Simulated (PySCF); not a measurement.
Radial density of Ag (silver, neutral)

UHF, [Kr] 4d9 5s1 6s1, high-spin 4D determinant (an excited configuration). Calculation: PySCF 2.14, in aug-cc-pwCVDZ-PP with ECP28MDF (6s6p5d3f, 70 functions); scalar relativity through the core potential. This is the valence pseudo-density: the core potential removes the inner electrons and smooths the orbitals near the nucleus.

```json
{"r (bohr)": "0.0201", "4πr²ρ (e/bohr)": "1.507e-05", "4πr²(ρα − ρβ)": "0.0000"}
{"r (bohr)": "0.0338", "4πr²ρ (e/bohr)": "3.839e-05", "4πr²(ρα − ρβ)": "0.0000"}
{"r (bohr)": "0.0568", "4πr²ρ (e/bohr)": "9.836e-05", "4πr²(ρα − ρβ)": "0.0000"}
{"r (bohr)": "0.0955", "4πr²ρ (e/bohr)": "0.0004976", "4πr²(ρα − ρβ)": "0.0000"}
{"r (bohr)": "0.161", "4πr²ρ (e/bohr)": "0.006191", "4πr²(ρα − ρβ)": "0.0004"}
{"r (bohr)": "0.270", "4πr²ρ (e/bohr)": "0.1088", "4πr²(ρα − ρβ)": "0.0076"}
{"r (bohr)": "0.454", "4πr²ρ (e/bohr)": "2.532", "4πr²(ρα − ρβ)": "0.1303"}
{"r (bohr)": "0.764", "4πr²ρ (e/bohr)": "16.73", "4πr²(ρα − ρβ)": "0.7279"}
{"r (bohr)": "1.29", "4πr²ρ (e/bohr)": "11.57", "4πr²(ρα − ρβ)": "0.7796"}
{"r (bohr)": "2.16", "4πr²ρ (e/bohr)": "2.185", "4πr²(ρα − ρβ)": "0.6440"}
{"r (bohr)": "3.64", "4πr²ρ (e/bohr)": "0.2909", "4πr²(ρα − ρβ)": "0.2318"}
{"r (bohr)": "6.12", "4πr²ρ (e/bohr)": "0.1469", "4πr²(ρα − ρβ)": "0.1468"}
{"r (bohr)": "10.3", "4πr²ρ (e/bohr)": "0.09808", "4πr²(ρα − ρβ)": "0.0981"}
{"r (bohr)": "17.3", "4πr²ρ (e/bohr)": "0.0005752", "4πr²(ρα − ρβ)": "0.0006"}
```

Energies and moments cover only the electrons outside the core potential. The outer electron is Rydberg-like, and this basis confines it to a smaller radius and binds it less than a complete one would.
